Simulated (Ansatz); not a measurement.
Cost and result for the atomization energy of CH3AlBr2 (`[CH3][Al]([Br])[Br]`) (7 atoms, 6 bonds).

Total charge 0; spin multiplicity 1. Correlated methods include outer-core shells of Br, which these sets cover unevenly. Scalar relativity is left out up to krypton. The geometry is a stationary point of PBE0-D4/def2-TZVP. Program: Ansatz. All runs use 4 threads of a server CPU on a shared host. Times are those of one run each, without the atoms' runs, and a repeat can differ threefold. Electronic energies, without spin–orbit coupling; frozen cores. CCSD(T)/CBS adds CCSD(T) − MP2 in def2-TZVPP to the MP2 limit, and its time is that of the two runs behind it. T1 = 0.007. With those shells the extrapolation isn't a true limit. B3LYP takes the VWN-RPA correlation (the form of Gaussian; ORCA's B3LYP/G). HSE06 is the plane-wave form, built on full-range PBE exchange.

CCSD(T)/CBS is a level of theory with its own doubt, some kJ/mol a heavy atom from the limit and from the frozen cores, so smaller differences don't rank the functionals.

| level | functions | wall time |
| --- | --- | --- |
| revPBE-D4/def2-TZVPP | 211 | 1.6 s |
| BLYP-D4/def2-TZVPP | 211 | 1.6 s |
| PBE-D4/def2-TZVPP (with forces) | 211 | 2.3 s |
| BHLYP-D4/def2-TZVPP | 211 | 2.7 s |
| PBE0-D4/def2-TZVPP | 211 | 2.8 s |
| HSE06-D4/def2-TZVPP | 211 | 3 s |
| r2SCAN-D4/def2-TZVPP (with forces) | 211 | 3.9 s |
| B3LYP-D4/def2-TZVPP (with forces) | 211 | 4.2 s |
| B2PLYP/def2-TZVPP | 211 | 4.6 s |
| CCSD(T)/def2-SVP | 111 | 6 s |
| MP2/def2-QZVPP | 395 | 16 s |
| CCSD(T)/def2-TZVPP | 211 | 79 s |
| CCSD(T)/CBS(def2) | – | 95 s |

Q: What atomization energy does each give, and how far from CCSD(T)/CBS? (Estimate.)

A: Computed: 
```
                             level  atomization (kcal/mol)  difference from CCSD(T)/CBS  per bond
              revPBE-D4/def2-TZVPP                   550.7                        -14.0      -2.3
                BLYP-D4/def2-TZVPP                   548.8                        -15.9      -2.7
   PBE-D4/def2-TZVPP (with forces)                   563.8                         -0.9      -0.1
               BHLYP-D4/def2-TZVPP                   546.6                        -18.1      -3.0
                PBE0-D4/def2-TZVPP                   560.4                         -4.3      -0.7
               HSE06-D4/def2-TZVPP                   560.8                         -3.9      -0.6
r2SCAN-D4/def2-TZVPP (with forces)                   566.0                          1.3       0.2
 B3LYP-D4/def2-TZVPP (with forces)                   554.3                        -10.4      -1.7
                 B2PLYP/def2-TZVPP                   551.7                        -13.0      -2.2
                  CCSD(T)/def2-SVP                   530.9                        -33.8      -5.6
                    MP2/def2-QZVPP                   569.6                          4.9       0.8
                CCSD(T)/def2-TZVPP                   547.8                        -16.9      -2.8
                 CCSD(T)/CBS(def2)                   564.7                          0.0       0.0
```

In def2-TZVPP, CCSD(T) changes the Hartree–Fock value by +116.0 kcal/mol (the triples alone add +7.9 kcal/mol) and MP2 by +128.0 kcal/mol; breaking electron pairs costs correlation energy, which Hartree–Fock lacks. Leaving LDA and LC-ωPBE aside and taking each functional with its dispersion term where it has one, the values spread over 19.4 kcal/mol, from BHLYP-D4 to r2SCAN-D4. LDA lies +65.8 kcal/mol from PBE without D4, its usual overbinding. From r2SCAN to r2SCAN0 (25 % exact exchange), in def2-TZVPP and without D4, the atomization energy moves by −6.1 kcal/mol: exact exchange takes away binding that semilocal exchange gives to molecules.
